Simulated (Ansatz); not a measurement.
`[CH3][Mg][O][SiH3]` + `F[SiH](S)[GeH3]` → `[SiH3][O][Mg][SH]` + `C[SiH](F)[GeH3]`  (redistribution)

Computed with Ansatz on PBE0-D4/def2-TZVP structures; ΔE is electronic, products minus reactants. CBS: MP2 limit from def2 TZ/QZ plus the TZ coupled-cluster correction, frozen cores. DFT in def2-TZVPP. B3LYP here is the variant with VWN-RPA as its local correlation; programs differ in this. For Ge, Mg outer-core shells are correlated without core-valence functions, which leaves a few kJ/mol of doubt a bond. Scalar relativity is left out up to krypton. Each species was taken in one conformer, which may not be the lowest.

```tsv
level	ΔE (kJ/mol)
PBE0-D4	-77.1
B3LYP-D4	-76.4
ωB97X-V	-80.7
PBE	-70.5
r2SCAN	-80.1
CCSD(T)/def2-TZVPP	-78.9
SCS-MP2/def2-QZVPP	-79.3
HF/CBS(def2)	-99.5
```

(1) What does CCSD(T)/CBS give? (Best estimate.)

Largest T1 diagnostic among the species: 0.012.

## Answers

(1) The calculation gave: -76.7 kJ/mol. The listed levels differ from it by -0.4, 0.3, -4.0, 6.2, -3.4, -2.2, -2.6, -22.8 kJ/mol.

In def2-TZVPP, CCSD(T) changes the Hartree–Fock value by +19.5 kJ/mol (the triples alone add +3.4 kJ/mol) and MP2 by +20.6 kJ/mol. From PBE to PBE0 (25 % exact exchange), in def2-TZVPP and without D4, ΔE moves by −7.6 kJ/mol.
